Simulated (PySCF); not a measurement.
This PySCF input asks for the NMR shieldings of `O=S(=O)(O)C1C[SiH2]C1`, C$_{3}$H$_{8}$O$_{3}$SSi; the geometry comes from GFN2-xTB.

```python
import basis_set_exchange as bse
import numpy as np
from pyscf import gto, dft
from pyscf.prop import nmr

atoms = """
O    -0.607823   -1.240877    1.562594
S    -1.335197   -0.692646    0.459513
O    -2.082921   -1.591617   -0.369496
O    -2.411015    0.379172    1.045314
C    -0.227410    0.351670   -0.479545
C     0.912046   -0.587469   -0.857969
Si    1.829198   -0.073719    0.747334
C     0.445443    1.239942    0.555530
H    -3.293635    0.147389    0.750997
H    -0.809120    0.811723   -1.274312
H     1.396751   -0.288675   -1.785989
H     0.577909   -1.616475   -0.964167
H     1.882007   -0.953257    1.896299
H     3.151385    0.490383    0.432638
H     0.764936    2.191078    0.132411
H    -0.200154    1.442320    1.404920
"""
names = dict.fromkeys(["O", "S", "C", "Si", "H"], "pcSseg-1")
basis = {el: gto.basis.parse(bse.get_basis(n, elements=[el], fmt="nwchem")) for el, n in names.items()}
mol = gto.M(atom=atoms, basis=basis, charge=0, verbose=0)
mf = dft.RKS(mol, xc="PBE0")
mf.grids.level = 2
mf.grids.alignment = dft.numint.BLKSIZE   # the property module wants whole blocks of grid points
mf.conv_tol = 1e-9
mf.kernel()

calc = nmr.RKS(mf)   # GIAO
C = mf.mo_coeff
Co = C[:, mf.mo_occ > 0]
resp = mf.gen_response(singlet=True, hermi=2)
def vind(x):   # induced exchange potential for any number of trial vectors
    d = np.einsum("pi,xij,qj->xpq", C, 2 * x.reshape(-1, C.shape[1], Co.shape[1]), Co, optimize=True)
    return np.einsum("xpq,pi,qj->xij", resp(d - d.transpose(0, 2, 1)), C, Co, optimize=True).ravel()
mo1, _ = nmr.rhf.solve_mo1(calc, with_cphf=vind)
sigma = calc.kernel(mo1)
for i, s in enumerate(sigma):   # ppm
    w = np.linalg.eigvalsh((s + s.T) / 2)
    print("%2d %-2s iso %8.1f  s11 %8.1f  s22 %8.1f  s33 %8.1f" % (i, mol.atom_pure_symbol(i), w.mean(), *w))
```

Q: What are the results?

A: 
```
 0 O  iso    120.4  s11     89.6  s22    129.1  s33    142.6
 1 S  iso    155.6  s11     37.6  s22    146.7  s33    282.5
 2 O  iso    120.7  s11     77.6  s22    109.9  s33    174.5
 3 O  iso    143.7  s11     45.4  s22     90.6  s33    295.0
 4 C  iso    121.7  s11    102.8  s22    115.2  s33    147.1
 5 C  iso    173.2  s11    159.3  s22    169.2  s33    191.0
 6 Si iso    377.6  s11    336.3  s22    374.4  s33    422.1
 7 C  iso    171.3  s11    158.5  s22    166.7  s33    188.7
 8 H  iso     27.2  s11     21.9  s22     22.1  s33     37.5
 9 H  iso     27.9  s11     25.1  s22     26.7  s33     32.1
10 H  iso     29.8  s11     26.4  s22     26.7  s33     36.3
11 H  iso     30.0  s11     25.1  s22     29.2  s33     35.7
12 H  iso     26.5  s11     22.3  s22     26.3  s33     31.0
13 H  iso     26.8  s11     23.7  s22     24.2  s33     32.4
14 H  iso     29.8  s11     26.4  s22     26.8  s33     36.1
15 H  iso     29.9  s11     24.8  s22     29.6  s33     35.3
```

These numbers come from an equivalent density-fitted implementation of the same equations, which agrees with the script to about 0.01 ppm for H and up to a few tenths of a ppm for heavy atoms, so last digits may differ.

Q: Turn these shieldings into chemical shifts. Shifts are taken against calculated references (same method and geometry level): H2O for 17O (σ = 336.08 ppm); CS2 for 33S (σ = 503.73 ppm); 13C (σ = 186.93 ppm) and 29Si (σ = 349.16 ppm) and 1H (σ = 31.72 ppm) vs TMS.

A: Averaging equivalent atoms: O 0/2: 215.5; O 3: 192.4; S 1: 348; C 4: 65.2; C 5/7: 14.7; Si 6: -28.5; H 12: 5.20; H 13: 4.93; H 8: 4.54; H 9: 3.79; H 10/14: 1.93; H 11/15: 1.76 ppm. Experimental scales use liquid or dissolved standards, which lie at an offset from isolated H2O (liquid H2O: subtract about 36 ppm).

Size and cost of the density-fitted run: 190 basis functions, 53 s wall time on 1 thread of an Arm Neoverse N1, shared host; peak memory 0.79 GiB.
